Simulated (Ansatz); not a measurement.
Ideal-gas functions of H6OSiSn (`[SiH3][O][SnH3]`) at 500 K and 1 bar, from an Ansatz frequency run at PBE0-D4/def2-TZVP.

Molar mass 168.84 g/mol, point group Cs (symmetry number 1), electronic degeneracy 1, moments of inertia 19.487, 314.602, 320.176 u Å². Harmonic wavenumbers (cm⁻¹, unscaled): 16, 31, 98, 453, 508, 518, 698, 701, 703, 726, 733, 951, 959, 990, 1017, 1958, 1961, 1984, 2188, 2195, 2226.

Use S(trans) = R[1.5 ln M + 2.5 ln T − 1.1517]; rotational temperatures θ = 24.2544 K / I; S(rot) = R[ln(√π/σ · √(T³/θAθBθC)) + 1.5]; for each mode x = 1.438777 ν̃/T, S = R[x/(eˣ − 1) − ln(1 − e⁻ˣ)] and H = RT x/(eˣ − 1); 1 cm⁻¹ = 0.0119627 kJ/mol; R = 8.31446 J/(mol·K).

By hand: the entropy, in J/(mol·K).

Translation 183.6. Rotation: θ = 1.2446, 0.0771, 0.0758 K, giving 115.2. Vibration, mode by mode: 33.91, 28.41, 18.87, 6.68, 5.86, 5.72, 3.79, 3.76, 3.74, 3.55, 3.50, 2.13, 2.09, 1.95, 1.84, 0.20, 0.20, 0.19, 0.11, 0.11, 0.10, in all 126.7. Electronic 0.0. Sum 425.5 J/(mol·K).

By hand: H − E and G − E in kJ/mol, counted from the electronic energy.

Zero-point energy ½ × 21614 × 0.0119627 = 129.3; thermal vibration 27.0; translation, rotation and pV give 4 RT = 16.6. H − E = 172.9 kJ/mol, and G − E = 172.9 − 500 × 425.5/1000 = -39.8 kJ/mol.

Vibration gives 30 % of the entropy, 81.2 J/(mol·K) of it from the modes under 150 cm⁻¹: soft modes count most, and the harmonic formula is weakest for them.
